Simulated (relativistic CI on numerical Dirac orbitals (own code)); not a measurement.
## Line list: Electric-dipole lines, Si⁶⁺

Calculated at this level of theory: Dirac-Coulomb-Breit CI, orbitals from a KLI potential per configuration, QED by a radiative potential, unscaled Slater integrals (own radial code, finite nucleus).

CI space (outside the closed core 1s2): 2s2 2p4, 2s 2p5, 2p6, 2s2 2p3 3s, 2s2 2p3 3p, 2s2 2p3 3d, 2p5 3s, 2p5 3p, 2s 2p4 3s, 2p5 3d, 2s2 2p3 4s, 2s 2p4 3p, 2s2 2p3 4p, 2s2 2p3 4d, 2s2 2p3 4f, 2s 2p4 3d. Levels of other configurations are missing.

| λ vac (Å) | Lower | Upper | A (s⁻¹) | log gf | S velocity/length |
| --- | --- | --- | --- | --- | --- |
| 61.043 | 2s2 2p4 3P_2 [1] | 2s2 2p3 4d 3D°_3 [137] | 1.87e+11 | -0.14 | 0.95 |
| 61.050 | 2s2 2p4 1D_2 [4] | 2s 2p4 3p 1F°_3 [177] | 2.50e+11 | -0.01 | 0.95 |
| 68.410 | 2s2 2p4 3P_2 [1] | 2s2 2p3 3d 3D°_3 [82] | 2.45e+11 | 0.08 | 1.00 |
| 68.618 | 2s2 2p4 3P_1 [2] | 2s2 2p3 3d 3D°_2 [81] | 2.43e+11 | -0.07 | 1.00 |
| 69.520 | 2s2 2p4 3P_2 [1] | 2s2 2p3 3d 3S°_1 [73] | 2.87e+11 | -0.21 | 0.88 |
| 69.668 | 2s2 2p4 3P_2 [1] | 2s2 2p3 3d 3P°_1 [71] | 2.94e+11 | -0.19 | 0.92 |
| 69.740 | 2s2 2p4 3P_2 [1] | 2s2 2p3 3d 3P°_2 [70] | 4.77e+11 | 0.24 | 0.93 |
| 70.116 | 2s2 2p4 3P_2 [1] | 2s2 2p3 3d 3D°_3 [67] | 3.51e+11 | 0.26 | 0.99 |
| 70.320 | 2s2 2p4 3P_1 [2] | 2s2 2p3 3d 3D°_2 [66] | 2.47e+11 | -0.04 | 0.99 |
| 70.362 | 2s2 2p4 1D_2 [4] | 2s2 2p3 3d 1F°_3 [88] | 5.72e+11 | 0.47 | 1.02 |
| 70.532 | 2s2 2p4 1D_2 [4] | 2s2 2p3 3d 1D°_2 [86] | 4.25e+11 | 0.20 | 0.94 |
| 71.473 | 2s2 2p4 1D_2 [4] | 2s2 2p3 3d 1F°_3 [74] | 3.33e+11 | 0.25 | 1.03 |
| 71.968 | 2s2 2p4 1S_0 [5] | 2s2 2p3 3d 1P°_1 [89] | 6.79e+11 | 0.20 | 0.97 |
| 72.276 | 2s2 2p4 1D_2 [4] | 2s2 2p3 3d 1D°_2 [69] | 2.12e+11 | -0.08 | 0.90 |
| 73.315 | 2s2 2p4 3P_2 [1] | 2s2 2p3 3d 3D°_3 [54] | 2.27e+11 | 0.11 | 0.99 |
| 75.721 | 2s 2p5 3P°_2 [6] | 2s 2p4 3d 3D_3 [183] | 4.55e+11 | 0.44 | 1.00 |
| 75.757 | 2s 2p5 3P°_2 [6] | 2s 2p4 3d 3D_2 [181] | 2.39e+11 | 0.01 | 0.99 |
| 211.35 | 2s2 2p4 1D_2 [4] | 2s 2p5 1P°_1 [9] | 5.31e+10 | 0.03 | 0.63 |
| 340.49 | 2s2 2p3 3d 5D°_4 [41] | 2s2 2p3 4f 5F_5 [130] | 2.11e+10 | 0.61 | 0.96 |
| 903.63 | 2s2 2p3 3p 5P_3 [18] | 2s2 2p3 3d 5D°_4 [41] | 1.82e+09 | 0.30 | 0.99 |

Terms are leading LS components. Brackets give the number of a level in order of energy, since labels repeat. The list gives strong lines, with weight on those to low levels, among the lowest 200 of 342 levels, so that lines to higher ones, which can be the strongest, are missing. Levels whose partners in the same complex of configurations lie outside the list can be far off, and so can their lines. Rates are taken at the computed energies, electric ones in the length gauge. A velocity-to-length ratio far from 1 marks an uncertain rate.

At this charge configurations can still be misplaced by up to about 7 % of their energy. 37 of the 37 excited levels that our extract of the measured tables holds in this range could be paired (the sources list more); they are missed by 5548 cm⁻¹ on average and 31733 at most, and levels without a partner can miss by more.
